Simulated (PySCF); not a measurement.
## Electric field gradients and quadrupole coupling constants

Species: C₆H₇F₃O.
Cartesian coordinates in Å at the GFN2-xTB level; atoms count from 1:
```xyz
17
C6H7F3O angstrom
F      2.7423   -0.4582    0.5232
C      2.1594    0.1248   -0.5353
F      3.0567    0.9931   -1.0309
F      2.0152   -0.8348   -1.4626
C      0.8581    0.8106   -0.1738
C     -0.1325   -0.1404    0.5168
C     -1.3315    0.6070    1.0450
C     -2.4244    0.1373    0.4605
O     -2.2159   -0.8671   -0.4216
C     -0.8151   -1.1461   -0.4386
H      1.1103    1.6304    0.5025
H      0.4286    1.2272   -1.0867
H      0.3979   -0.6576    1.3232
H     -1.2662    1.3932    1.7680
H     -3.4515    0.4283    0.5839
H     -0.6726   -2.1799   -0.1131
H     -0.4658   -1.0558   -1.4704
```

Field gradients from the PBE0/pcSseg-1 density (PySCF, non-relativistic), principal values in atomic units, ordered |Vxx| ≤ |Vyy| ≤ |Vzz|:

```tsv
atom	Vxx	Vyy	Vzz
O9	-0.1927	-1.6696	1.8624
```

**Question.** Find the asymmetry η = (Vxx − Vyy)/Vzz and the couplings χ = eQV/h (234.96 MHz × Q in barn × V in au), with Q(17O) = −0.0256 b.

**Answer.** 
| atom | environment | nucleus | η | χzz (MHz) | χxx (MHz) | χyy (MHz) |
| --- | --- | --- | --- | --- | --- | --- |
| O9 | cyclic ether oxygen | 17O | 0.79 | -11.20 | 1.16 | 10.04 |

**Question.** What is Vzz at O9 in SI units (1 au = 9.71736 × 10²¹ V/m²)?

**Answer.** 1.8624 au = 18.097 × 10²¹ V/m².

**Question.** And the gradient at the other heavy atoms, for which no coupling is worked out here?

**Answer.** 
| atom | environment | Vzz (au) | η |
| --- | --- | --- | --- |
| F1 | fluorine of a CF3 group | 2.870 | 0.04 |
| C2 | CF3 carbon | -0.469 | 0.01 |
| F3 | fluorine of a CF3 group | 2.894 | 0.05 |
| F4 | fluorine of a CF3 group | 2.867 | 0.05 |
| C5 | chain CH2 carbon | 0.113 | 0.61 |
| C6 | allylic carbon | -0.100 | 0.39 |
| C7 | alkene CH carbon | -0.130 | 0.12 |
| C8 | vinylic carbon bearing oxygen | -0.395 | 0.02 |
| C10 | sp3 carbon bound to oxygen | 0.418 | 0.26 |

**Question.** What couplings would deuterons (Q(2H) = 0.00286 b) have in place of the hydrogens, at this geometry?

**Answer.** 
| atom | bonded to | bond length (Å) | Vzz (au) | η | χzz (kHz) |
| --- | --- | --- | --- | --- | --- |
| H11 | C5 | 1.092 | 0.2975 | 0.04 | 200 |
| H12 | C5 | 1.092 | 0.2983 | 0.03 | 200 |
| H13 | C6 | 1.095 | 0.2918 | 0.02 | 196 |
| H14 | C7 | 1.070 | 0.3543 | 0.09 | 238 |
| H15 | C8 | 1.075 | 0.3347 | 0.07 | 225 |
| H16 | C10 | 1.093 | 0.2933 | 0.05 | 197 |
| H17 | C10 | 1.093 | 0.2913 | 0.05 | 196 |

Isolated species at its GFN2-xTB geometry (one conformer only). GFN2-xTB bond lengths can be off by several hundredths of an ångström, more for odd bonds, and the gradients follow them. A larger basis could move these couplings by a tenth or more.
